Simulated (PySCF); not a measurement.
Isomers of C6H11PSi. The calculation used PBE0-D3(BJ)/def2-SVP geometry optimisation, gas phase (PySCF). One conformer each; no zero-point energy, no entropy. No frequencies were run at this level. Point groups hold within 0.08 Å.

Question: Rank from lowest to highest electronic energy at this level (kcal/mol).
A. `CC1=CC([SiH3])=C(C)P1`
B. `[CH3:1][SiH2:2][P:3]1[CH:4]=[CH:5][CH2:6][CH:7]=[CH:8]1` with C1–Si2–P3–C4 -173°, Si2–P3–C4–C5 109°, C4–C5–C6–C7 -6°, C5–C6–C7–C8 5°, Si2–P3–C8–C7 -109°
C. `[SiH3:1][CH2:2][P:3]1[CH:4]=[CH:5][CH2:6][CH:7]=[CH:8]1` with Si1–C2–P3–C4 -48°, C2–P3–C4–C5 121°, C4–C5–C6–C7 -12°, C5–C6–C7–C8 12°, C2–P3–C8–C7 -121°

Answer: B (0.0), A (5.2), C (10.9).

| SMILES | E (Eh) | E rel (kcal/mol) | dipole (D) | point group | A, B, C (MHz) |
| --- | --- | --- | --- | --- | --- |
| C[SiH2]P1C=CCC=C1 | -865.19789 | 0.0 | 1.31 | C1 | 2716, 925.0, 818.7 |
| Cc1cc([SiH3])c(C)[pH]1 | -865.18967 | 5.2 | 0.89 | C1 | 2191, 1038, 720.7 |
| [SiH3]CP1C=CCC=C1 | -865.18049 | 10.9 | 0.99 | near Cs | 2100, 1051, 1004 |

Q: How do the relative energies change in single points at PBE0/pcSseg-1 (no added dispersion term) on the same geometries?

A: 
```tsv
SMILES	PBE0-D3(BJ)/def2-SVP (kcal/mol)	PBE0/pcSseg-1 (kcal/mol)	shift
C[SiH2]P1C=CCC=C1	0.0	0.0	0.0
Cc1cc([SiH3])c(C)[pH]1	5.2	5.9	+0.7
[SiH3]CP1C=CCC=C1	10.9	11.7	+0.8
```

Each column counts from its own lowest isomer. The order is unchanged; the largest shift is 0.8 kcal/mol.
